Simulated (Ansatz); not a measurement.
Consider the substitution at a C–O bond: `CC(C)[O][MgH]` + `[OH][Sn][Cl]` → `CC(C)[O][Sn][Cl]` + `[OH][MgH]`.

Isolated molecules relaxed with PBE0-D4/def2-TZVP in Ansatz; ΔE leaves out vibrations. CCSD(T)/CBS adds triple-zeta CCSD(T) − MP2 to the extrapolated MP2 energy (def2 sets, frozen cores). Functionals use def2-TZVPP. Elements past krypton have def2 core potentials. For Mg, Sn outer-core shells are correlated without core-valence functions, which leaves a few kJ/mol of doubt a bond. Each species was taken in one conformer, which may not be the lowest.

```tsv
level	ΔE (kJ/mol)
B2PLYP	-6.5
CCSD/def2-TZVPP	-7.4
HF/def2-QZVPP	2.5
SCS-MP2/def2-QZVPP	-9.3
```

Q: What does CCSD(T)/CBS give? (Best estimate.)

A: The calculation gave: -9.6 kJ/mol. The listed levels differ from it by 3.1, 2.2, 12.1, 0.3 kJ/mol.

Largest T1 diagnostic among the species: 0.017.

In def2-TZVPP, CCSD(T) changes the Hartree–Fock value by −10.5 kJ/mol (the triples alone add −2.1 kJ/mol) and MP2 by −14.2 kJ/mol. The D4 term adds −11.0 kJ/mol with B3LYP and −6.4 kJ/mol with PBE0; it sums over pairs of atoms, weighted by their polarisabilities, and B3LYP, whose exchange is more repulsive, gets the larger term.

B3LYP here is the variant with VWN-RPA as its local correlation; programs differ in this.
